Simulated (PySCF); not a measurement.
A series of related molecules.

All values: PBE0/def2-SVPD (PySCF) at PBE0-D3(BJ)/def2-SVP geometries, gas phase, one conformer each. Core orbitals are frozen in the response; Δα² is half the sum of the squared differences of the principal polarisabilities. Atoms past krypton carry effective core potentials. The calculation is non-relativistic apart from the core potentials, for selenium too.

Question: Rank by mean static polarisability, highest first.
A. NbSeCl3 (`[Cl][Nb]([Cl])([Cl])=[Se]`)
B. NbSeF3 (`[F][Nb]([F])([F])=[Se]`)
C. NbSe(OSiH3)3 (`[SiH3][O][Nb](=[Se])([O][SiH3])[O][SiH3]`)
D. NbSe(OH)3 (`[OH][Nb]([OH])([OH])=[Se]`)

Answer: C (24.46 Å³), A (16.70 Å³), D (12.38 Å³), B (9.77 Å³).

Question: Rank by polarisability anisotropy Δα, lowest first.
A. NbSe(OH)3 (`[OH][Nb]([OH])([OH])=[Se]`)
B. NbSeF3 (`[F][Nb]([F])([F])=[Se]`)
C. NbSeCl3 (`[Cl][Nb]([Cl])([Cl])=[Se]`)
D. NbSe(OSiH3)3 (`[SiH3][O][Nb](=[Se])([O][SiH3])[O][SiH3]`)

Answer: D (0.60 Å³), C (3.56 Å³), A (4.14 Å³), B (5.05 Å³).

All values together:

```tsv
SMILES	change	formula	μ (D)	HOMO (eV)	LUMO (eV)	α (Å³)	Δα (Å³)	electrons	α per electron (Å³)	ΔSCF removal energy (eV)
[Cl][Nb]([Cl])([Cl])=[Se]	parent	Cl3NbSe	0.22	-8.12	-3.55	16.70	3.56	126	0.133	–
[SiH3][O][Nb](=[Se])([O][SiH3])[O][SiH3]	ligand (all three): Cl to OSiH3	H9NbO3SeSi3	2.20	-7.06	-1.79	24.46	0.60	150	0.163	–
[OH][Nb]([OH])([OH])=[Se]	ligand (all three): Cl to OH	H3NbO3Se	0.48	-7.29	-1.88	12.38	4.14	102	0.121	9.28
[F][Nb]([F])([F])=[Se]	ligand (all three): Cl to F	F3NbSe	0.67	-8.13	-3.00	9.77	5.05	102	0.096	10.27
```

Conformers: `[SiH3][O][Nb](=[Se])([O][SiH3])[O][SiH3]` (singlet state); `[OH][Nb]([OH])([OH])=[Se]` (singlet state).

A dash marks a removal energy that wasn't run or isn't settled.

Give the shifts from the parent, `[Cl][Nb]([Cl])([Cl])=[Se]`.

| SMILES | change in μ (D) | change in HOMO (eV) | change in LUMO (eV) | change in mean α (Å³) |
| --- | --- | --- | --- | --- |
| [SiH3][O][Nb](=[Se])([O][SiH3])[O][SiH3] | +1.98 | +1.06 | +1.76 | +7.76 |
| [OH][Nb]([OH])([OH])=[Se] | +0.26 | +0.83 | +1.67 | -4.32 |
| [F][Nb]([F])([F])=[Se] | +0.45 | -0.01 | +0.55 | -6.93 |
